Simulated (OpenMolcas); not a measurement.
## In: effect of the IPEA shift

| Property | Result |
| --- | --- |
| Program | OpenMolcas 26.06 |
| Basis | ANO-RCC-VTZP [7s6p4d2f1g] |
| Scalar Hamiltonian | DKH2, point nucleus |
| Active space | 3 electrons in 4 orbitals (5s 5p) |
| State averaging | 2S+1 = 4 odd, 1 root (0 in the spin-orbit step); 2S+1 = 2 odd, 3 roots; 2S+1 = 4 even, 3 roots; 2S+1 = 2 even, 5 roots |
| Spin-orbit coupling | RASSI with atomic mean-field integrals over the reference wave functions, term energies averaged over their components |

Methods on the same reference wave functions:
A. CASSCF
B. SS-CASPT2, IPEA 0 Eh, imaginary shift 0.1 Eh (closed shells correlated: 4d)
C. SS-CASPT2, IPEA 0.25 Eh, imaginary shift 0.1 Eh (closed shells correlated: 4d)

Energies in cm-1 above 5s2 5p 2P* 1/2, the measured ground level; measured values from NIST Handbook of Basic Atomic Spectroscopic Data.

| Level | A | B | C | Measured |
| --- | --- | --- | --- | --- |
| 5s2 5p 2P* 1/2 | 0.0 | 0.0 | 0.0 | 0.0 |
| 5s2 5p 2P* 3/2 | 2098 | 2100 | 2100 | 2213 |
| 5s 5p2 4P 1/2 | 26870 | 34460 | 34170 | 34978 |
| 5s 5p2 4P 3/2 | 27608 | 35190 | 34910 | 36021 |
| 5s 5p2 4P 5/2 | 28808 | 36350 | 36080 | 37452 |

Deviations, from unrounded energies. A percentage is the sum of absolute deviations over the sum of measured energies, with the sign that they share, or ± where signs differ.

| Against measurement | Levels | A | B | C |
| --- | --- | --- | --- | --- |
| mean absolute deviation (cm-1) | 4 | 6300 | 640 | 850 |
| fine structure of the ground term (%) | 1 | -5.2 | -5.2 | -5.2 |
| other configurations (%) | 3 | -23.2 | -2.3 | -3.0 |

B lies closest to measurement on these levels and A furthest from it. The largest miss of B in the table is 5s 5p2 4P 5/2, by -1100 cm-1. The ranking rests on the paired levels alone, and a cruder setting can come out closer through cancelling errors.

Between B and C the level of the table that moves most is 5s 5p2 4P 1/2, by 290 cm-1 (lowest in C, highest in B). Moves below CASPT2's spread within the term are not significant.

The lowest spin-free term lies below A's lowest term by 0.450 hartree in B, 0.444 hartree in C.

Over all roots computed the reference weight is 0.87 to 0.93 in B; the roots of lowest weight are the least certain, and an intruder state may touch them. Some high roots are left out of the spin-orbit mixing, which shifts the levels that they would mix with. Terms of s pⁿ other than that of highest spin mix with s² pⁿ⁻² d, which this space lacks; all of them can be thousands of cm-1 off, and some have no real level of that name. Without dynamic correlation excited terms often stand tens of per cent too high (terms of higher spin than the ground term too low), and those without a measured partner can miss by more than the paired ones (holds for A). Computed and measured levels are paired by configuration, term and J; levels that our copy of the source lacks, or whose pairing is in doubt (as where it misses far off the trend of its configuration), stay unpaired and out of the deviations. Only configurations of the active space appear. Levels that lie high or do not pair safely by name in every column are left out.

* marks odd parity.
